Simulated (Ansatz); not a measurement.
Match the barriers

Saddle point of Ge₂H₅Cl, closed shell (Ge₂H₅Cl ([Cl][GeH2][GeH3]) → GeH₃Cl ([Cl][GeH3]) + GeH₂ (still joined by a long Ge–Cl bond); bonds formed: Ge1–Cl3; bonds broken: Ge1–Ge2; bonds weakened to dative contacts: Ge2–Cl3), PBE0-D4/def2-TZVP structure:

Ge1  (-0.066, -0.441, 1.215)
Ge2  (-0.259, 0.927, -1.164)
Cl3  (0.950, -1.162, -0.823)
H4  (-1.059, 0.456, -2.425)
H5  (0.925, 1.690, -1.848)
H6  (-1.592, -0.567, 1.280)
H7  (0.556, 0.793, 1.879)
H8  (0.544, -1.696, 1.885)
(Å)

Program: Ansatz 0.2.0. Basis: def2-TZVPP, with def2-QZVPP for the basis limit. Cores are frozen in the correlated methods. Filled d shells of the heavier atoms are correlated. The def2 sets are not built for correlating such inner shells, so the correlated values are less sure here. Extrapolation: Hartree–Fock as exp(−7.88 √X), correlation as X^−2.97. Four methods, as single points on the PBE0-D4 structures, gave these electronic barriers from the start structure: 1.725, 1.944, 2.104, 2.343 eV.

(1) The methods were, in alphabetical order, BLYP-D4, CCSD(T), HF, r2SCAN-D4. Which gave which? (A judgement: the text doesn't fix the answer.)

T1 diagnostic: at most 0.013.

Results:

(1) By the calculation: BLYP-D4 1.725; r2SCAN-D4 1.944; CCSD(T) 2.104; HF 2.343 eV. For comparison, CCSD(T) at an estimated basis limit (MP2 extrapolated from triple and quadruple zeta, plus CCSD(T) − MP2 in triple zeta) gives 2.059 eV.

Losses and insertions of silylenes and their heavier kin drive the gas-phase chemistry of silicon and germanium vapour deposition.

Labels in which every atom is bracketed show which atoms are joined, not bond orders.

For scale, one of the runs: CCSD(T)/def2-TZVPP, 208 basis functions, launched by `ansatz run in.yaml --threads 4 --pin off --events-out ev --progress --plain --max-ram 9574MiB`. Time: 2.6 min of wall clock on 4 CPU threads of an Intel Xeon; the host was shared. Peak host memory: 2.7 GiB.
